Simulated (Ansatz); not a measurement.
Cost and result for the atomization energy of ClGeH$_{5}$O$_{2}$Si (`[OH][GeH2][SiH](O)Cl`) (10 atoms, 9 bonds).

Cartesian coordinates in Å:
```
O 1.5649 -0.9521 1.4236
Ge -0.0055 -1.2370 0.6164
Si -0.7113 0.8214 -0.3619
O 0.6335 1.3845 -1.1165
Cl -2.2332 0.4755 -1.7125
H 2.1901 -0.5195 0.8369
H 0.1441 -2.3240 -0.4685
H -0.9300 -1.7271 1.7385
H -1.2530 1.8322 0.5816
H 0.6004 2.2459 -1.5376
```

Charge 0, multiplicity 1. Correlated methods include outer-core shells of Ge, which these sets cover unevenly. Scalar relativity is left out up to krypton. The structure was optimised at the PBE0-D4/def2-TZVP level. It is one conformer, not always the lowest. Program: Ansatz. Hardware: A = 2 threads of an AMD EPYC 7R13 on a shared host; B = 2 threads of an AMD EPYC 7R13 on a shared host and a share of an NVIDIA H100 80 GB. Times are those of one run each, without the atoms' runs, and a repeat can differ threefold. Electronic energies, without spin–orbit coupling; frozen cores. CCSD(T)/CBS adds CCSD(T) − MP2 in def2-TZVPP to the MP2 limit, and its time is that of the two runs behind it. T1 = 0.012. With those shells the extrapolation isn't a true limit. B3LYP takes the VWN-RPA correlation (the form of Gaussian; ORCA's B3LYP/G).

CCSD(T)/CBS is a level of theory with its own doubt, some kJ/mol a heavy atom from the limit and from the frozen cores, so smaller differences don't rank the functionals.

```tsv
level	functions	wall time	atomization (kcal/mol)	difference from CCSD(T)/CBS	per bond
PBE-D4/def2-TZVPP (with forces) [A]	264	4.8 s	791.9	-1.2	-0.1
MP2/def2-QZVPP [B]	493	5.5 s	798.9	5.8	0.6
PBE0-D4/def2-TZVPP [A]	264	7 s	776.9	-16.2	-1.8
CCSD(T)/def2-TZVPP [B]	264	8 s	769.3	-23.8	-2.7
r2SCAN-D4/def2-TZVPP (with forces) [A]	264	8.5 s	789.5	-3.6	-0.4
B3LYP-D4/def2-TZVPP (with forces) [A]	264	10 s	779.5	-13.6	-1.5
B2PLYP/def2-TZVPP [A]	264	11 s	774.3	-18.8	-2.1
CCSD(T)/CBS(def2)	–	14 s	793.1	0.0	0.0
ωB97X-V/def2-TZVPP [A]	264	14 s	792.0	-1.1	-0.1
ωB97M-V/def2-TZVPP (with forces) [A]	264	20 s	786.9	-6.2	-0.7
```

In def2-TZVPP, CCSD(T) changes the Hartree–Fock value by +215.2 kcal/mol (the triples alone add +12.8 kcal/mol) and MP2 by +230.7 kcal/mol; breaking electron pairs costs correlation energy, which Hartree–Fock lacks. From PBE to PBE0 (25 % exact exchange), in def2-TZVPP and without D4, the atomization energy moves by −14.2 kcal/mol: exact exchange takes away binding that semilocal exchange gives to molecules. The D4 term adds +9.6 kcal/mol with B3LYP and +5.1 kcal/mol with PBE0; it sums over pairs of atoms, weighted by their polarisabilities, and B3LYP, whose exchange is more repulsive, gets the larger term.
